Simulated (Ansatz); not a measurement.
Reaction (ligand exchange at a Ge–O bond): `[OH][Ge][O][SiH3]` + silanol → `[SiH3][O][Ge][O][SiH3]` + H₂O

Gas-phase electronic energies from Ansatz, PBE0-D4/def2-TZVP geometries. CCSD(T)/CBS adds triple-zeta CCSD(T) − MP2 to the extrapolated MP2 energy (def2 sets, frozen cores). This one scheme is used for every species. DFT in def2-TZVPP. B3LYP here is the variant with VWN-RPA as its local correlation; programs differ in this. HSE06 is defined as in plane-wave codes. For Ge outer-core shells are correlated without core-valence functions, which leaves a few kJ/mol of doubt a bond. Scalar relativity is left out up to krypton. One conformer a species, not always the lowest.

`[OH][Ge][O][SiH3]`:

Z-matrix (Å, degrees):
```
Si
O 1 1.640
H 1 1.486 2 109.6
H 1 1.486 2 109.6 3 -119.8
H 1 1.490 2 110.8 3 120.1
Ge 2 1.800 1 137.6 3 -120.2
O 6 1.774 2 96.3 1 179.9
H 7 0.964 6 112.5 2 -0.0
```

`O[SiH3]`:

```xyz
6

O     0.894    0.791    0.465
Si   -0.207   -0.337   -0.014
H     0.920    1.622   -0.010
H    -1.601    0.172    0.102
H    -0.018   -1.497    0.885
H     0.012   -0.752   -1.428
```

`[SiH3][O][Ge][O][SiH3]`:

```xyz
11

Si    2.028    0.283   -1.143
O     0.792    0.419   -0.072
Ge    0.350    1.341    1.401
O    -1.239    0.588    1.640
Si   -2.083   -0.573    0.825
H     3.139    1.209   -0.784
H     2.541   -1.110   -1.133
H     1.542    0.621   -2.505
H    -1.339   -1.859    0.807
H    -3.372   -0.769    1.536
H    -2.359   -0.150   -0.573
```

H₂O:

Z-matrix (Å, degrees):
```
O
H 1 0.960
H 1 0.960 2 105.1
```

```csv
level,ΔE (kJ/mol),difference from CCSD(T)/CBS
LDA (SPW92),-5.2,11.4
r2SCAN-D4,-9.8,6.8
B3LYP-D4,-15.5,1.1
r2SCAN0-D4,-12.0,4.6
HSE06-D4,-12.3,4.3
CAM-B3LYP-D4,-12.6,4.0
PBE,-3.5,13.1
revPBE,-2.1,14.5
r2SCANh,-8.7,7.9
BHLYP,-8.8,7.8
HF/def2-SVP,-18.2,-1.6
HF/def2-TZVPP,-11.8,4.8
CCSD/def2-TZVPP,-14.3,2.3
CCSD(T)/def2-TZVPP,-14.9,1.7
HF/CBS(def2),-13.0,3.6
MP2/CBS(def2),-16.5,0.1
CCSD(T)/CBS,-16.6,0
```

Largest T1 diagnostic among the species: 0.015.

From PBE to PBE0 (25 % exact exchange), in def2-TZVPP and without D4, ΔE moves by −3.1 kJ/mol. The D4 term adds −10.1 kJ/mol with B3LYP and −5.8 kJ/mol with PBE0; it sums over pairs of atoms, weighted by their polarisabilities, and B3LYP, whose exchange is more repulsive, gets the larger term.
